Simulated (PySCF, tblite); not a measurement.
Isomers of C5H9FSSi. Calculated harmonic vibrations of the isolated species, GFN2-xTB (tblite), most abundant isotopes, no scaling. This tight-binding method is rough: wavenumbers can miss measured ones by several per cent, in bad cases by 10 to 20. Modes of hydrogen on silicon and sulfur can be 10 to 20 % off. One conformer each.

Electronic energies: PBE0/pcSseg-1 single points on the GFN2-xTB geometries (PySCF, gas phase).

| SMILES | electronic energy, lowest = 0 (kcal/mol) |
| --- | --- |
| C#C[C@](F)(CC)[SiH2]S | 19.5 |
| CS[SiH2]C1=CC[C@@H]1F | 3.9 |
| CCC1=CS[C@@H](F)[SiH2]1 | 0.0 |

Problem. How do GFN2-xTB zero-point energies change the relative energies?

Solution. 
```json
{"SMILES": "CCC1=CS[C@@H](F)[SiH2]1", "ZPE (kcal/mol)": "77.7", "of it from modes above 1550 cm⁻¹": "38.9", "electronic (kcal/mol)": "0.0", "with ZPE, lowest = 0 (kcal/mol)": "0.0", "lowest mode (cm⁻¹)": "38", "rings": "1"}
{"SMILES": "CS[SiH2]C1=CC[C@@H]1F", "ZPE (kcal/mol)": "77.0", "of it from modes above 1550 cm⁻¹": "39.3", "electronic (kcal/mol)": "3.9", "with ZPE, lowest = 0 (kcal/mol)": "3.1", "lowest mode (cm⁻¹)": "5i", "rings": "1"}
{"SMILES": "C#C[C@](F)(CC)[SiH2]S", "ZPE (kcal/mol)": "74.4", "of it from modes above 1550 cm⁻¹": "39.8", "electronic (kcal/mol)": "19.5", "with ZPE, lowest = 0 (kcal/mol)": "16.1", "lowest mode (cm⁻¹)": "48", "rings": "0"}
```

The zero-point energies span 3.3 kcal/mol, from `C#C[C@](F)(CC)[SiH2]S` to `CCC1=CS[C@@H](F)[SiH2]1`. Slightly imaginary modes are left out of the zero-point energy: `CS[SiH2]C1=CC[C@@H]1F` 4.5i cm⁻¹. The order is unchanged.

Problem. And how do the electronic energies of GFN2-xTB itself compare?

Solution. `CCC1=CS[C@@H](F)[SiH2]1` 0.0; `CS[SiH2]C1=CC[C@@H]1F` 3.4; `C#C[C@](F)(CC)[SiH2]S` 10.9 kcal/mol, lowest = 0. Against the energies above, taken from the same isomer `CCC1=CS[C@@H](F)[SiH2]1`, the largest difference is 8.6 kcal/mol.
